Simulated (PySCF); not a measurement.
# Zn⁺ (zinc, charge +1) across methods

[Ar] 3d10 4s1, 2S determinant. Calculation: PySCF 2.14, in x2c-QZVPPall (11s7p6d4f2g, 108 functions); the spin-free X2C one-electron Hamiltonian (Gaussian nucleus).

```csv
method,E (hartree),mean ε 3d α (eV),mean ε 3d β (eV),mean ε 4s α (eV),Σ⟨r²⟩ (bohr²),⟨S²⟩
LDA,-1792.624,-20.177,-19.975,-14.780,22.33,0.751
UHF,-1794.02850,-30.159,-30.138,-16.972,22.37,0.751
r2SCAN,-1795.593,-20.083,-19.870,-14.863,22.25,0.752
PBE,-1795.373,-19.832,-19.614,-14.511,22.44,0.751
MN15,-1796.854,-23.925,-23.807,-15.699,22.50,0.751
revPBE,-1795.535,-19.733,-19.516,-14.419,22.44,0.751
TPSS,-1795.633,-19.755,-19.519,-14.450,22.38,0.751
PBE0,-1795.374,-22.586,-22.420,-15.265,22.29,0.751
```
